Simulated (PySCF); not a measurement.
Isomers of C9H11OP, mass 166.055 u with the commonest isotopes. Method: PBE0/pcSseg-1 in PySCF (dipole) on a GFN2-xTB geometry, gas phase. One conformer each, none proved a minimum here; rigid rotors.

Question: Order these by radius of gyration √(Σ m r²/M), largest first.
A. `[CH3:1][O:2]/[CH:3]=[P:4]\[c:5]1[cH:6][cH:7][cH:8][cH:9][c:10]1[CH3:11]` with C1–O2–C3–P4 177°, C3–P4–C5–C6 67°
B. `[CH3:1][c:2]1[cH:3][c:4]([CH:5]=[O:6])[c:7]([CH3:8])[p:9][c:10]1[CH3:11]` with C3–C4–C5–O6 1°
C. `[CH3:1][P@@:2]1(=[O:3])[CH2:4][CH2:5][c:6]2[cH:7][cH:8][cH:9][cH:10][c:11]21` with C1–P2–C4–C5 84°, P2–C4–C5–C6 28°, C4–C5–C6–C7 160°, C1–P2–C11–C10 87°

Answer: B (2.434 Å), A (2.408 Å), C (2.249 Å).

Question: Order these by rotational constant A, smallest first.
A. `[CH3:1][c:2]1[cH:3][c:4]([CH:5]=[O:6])[c:7]([CH3:8])[p:9][c:10]1[CH3:11]` with C3–C4–C5–O6 1°
B. `[CH3:1][P@@:2]1(=[O:3])[CH2:4][CH2:5][c:6]2[cH:7][cH:8][cH:9][cH:10][c:11]21` with C1–P2–C4–C5 84°, P2–C4–C5–C6 28°, C4–C5–C6–C7 160°, C1–P2–C11–C10 87°
C. `[CH3:1][O:2]/[CH:3]=[P:4]\[c:5]1[cH:6][cH:7][cH:8][cH:9][c:10]1[CH3:11]` with C1–O2–C3–P4 177°, C3–P4–C5–C6 67°

Answer: A (1367 MHz), C (1403 MHz), B (1778 MHz).

Question: Order these by rotational constant C, largest first.
A. `[CH3:1][c:2]1[cH:3][c:4]([CH:5]=[O:6])[c:7]([CH3:8])[p:9][c:10]1[CH3:11]` with C3–C4–C5–O6 1°
B. `[CH3:1][O:2]/[CH:3]=[P:4]\[c:5]1[cH:6][cH:7][cH:8][cH:9][c:10]1[CH3:11]` with C1–O2–C3–P4 177°, C3–P4–C5–C6 67°
C. `[CH3:1][P@@:2]1(=[O:3])[CH2:4][CH2:5][c:6]2[cH:7][cH:8][cH:9][cH:10][c:11]21` with C1–P2–C4–C5 84°, P2–C4–C5–C6 28°, C4–C5–C6–C7 160°, C1–P2–C11–C10 87°

Answer: C (655.1 MHz), B (587.2 MHz), A (516.2 MHz).

```tsv
SMILES	point group	Ia (u·Å²)	Ib (u·Å²)	Ic (u·Å²)	κ	μa (D)	μb (D)	μc (D)
Cc1cc(C=O)c(C)pc1C	Cs	369.70	618.78	979.09	-0.29	2.11	0.79	0.01
C[P@@]1(=O)CCc2ccccc21	C1	284.26	623.55	771.45	-0.72	2.30	2.69	2.63
CO/C=P\c1ccccc1C	C1	360.11	705.72	860.60	-0.68	1.91	1.43	1.59
```
